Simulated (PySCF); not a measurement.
# SbO₂⁺: fields on a plane

Method: PySCF, TPSS, basis Sb def2-TZVP with ECP28, O def2-TZVP (scalar-relativistic core potentials, no spin–orbit coupling, density fitting).

The singlet minimum has Sb–O 1.781 Å (×2); O–Sb–O 180.0°.

The plane holds Sb1 at (0.00, 0.00), O2 at (1.78, 0.00), O3 at (-1.78, 0.00) Å. Columns run from x = -3.75 to 4.05 Å, rows from y = 2.25 (top) to -1.95 Å, in steps of 0.3 Å. Other isomers or separated fragments may lie lower. Core electrons replaced by a potential are absent, the electrostatic potential uses the reduced nuclear charge, and values within about 0.7 Å of such atoms have no physical meaning.

**Question.** Give the electrostatic potential (V) (cut at 20 V). Every second row and column.

**Answer.** 
```
 3.1  3.5  4.0  4.7  5.6  6.7  7.3  7.1  6.1  5.1  4.3  3.8  3.3  3.0
 3.3  3.8  4.3  5.1  6.7  9.3 11.3 10.5  7.9  5.8  4.7  4.0  3.5  3.1
 3.5  4.0  4.9  6.5  8.8 16.0 20.0 20.0 11.5  7.5  5.6  4.4  3.7  3.3
 3.6  4.5  8.8 20.0 20.0 20.0 20.0 20.0 20.0 20.0 19.2  5.6  4.0  3.4
 3.7  4.7 12.2 20.0 20.0 20.0 20.0 20.0 20.0 20.0 20.0  6.3  4.0  3.4
 3.6  4.2  6.1 12.0 12.8 20.0 20.0 20.0 15.5 13.3  8.6  4.9  3.9  3.3
 3.4  3.9  4.5  5.5  7.5 11.7 15.8 14.2  9.3  6.2  4.9  4.2  3.6  3.2
 3.2  3.6  4.2  4.9  6.1  7.7  8.8  8.4  6.9  5.5  4.5  3.9  3.4  3.1
```

**Question.** Give the electron localisation function (set to 0 where the density is under 0.005 e/Å³). Every second row and column.

**Answer.** 
```
0.00 0.00 0.00 0.00 0.00 0.00 0.00 0.00 0.00 0.00 0.00 0.00 0.00 0.00
0.00 0.00 0.00 0.14 0.15 0.23 0.32 0.29 0.17 0.15 0.10 0.00 0.00 0.00
0.00 0.04 0.36 0.65 0.50 0.41 0.27 0.32 0.42 0.62 0.56 0.15 0.00 0.00
0.00 0.11 0.70 0.88 0.78 0.20 0.78 0.51 0.52 0.85 0.85 0.39 0.00 0.00
0.00 0.14 0.74 0.10 0.64 0.23 0.14 0.77 0.50 0.10 0.79 0.46 0.00 0.00
0.00 0.07 0.57 0.85 0.70 0.29 0.33 0.23 0.51 0.83 0.77 0.27 0.00 0.00
0.00 0.00 0.17 0.37 0.28 0.38 0.42 0.43 0.29 0.35 0.29 0.06 0.00 0.00
0.00 0.00 0.00 0.00 0.07 0.10 0.13 0.12 0.08 0.00 0.00 0.00 0.00 0.00
```
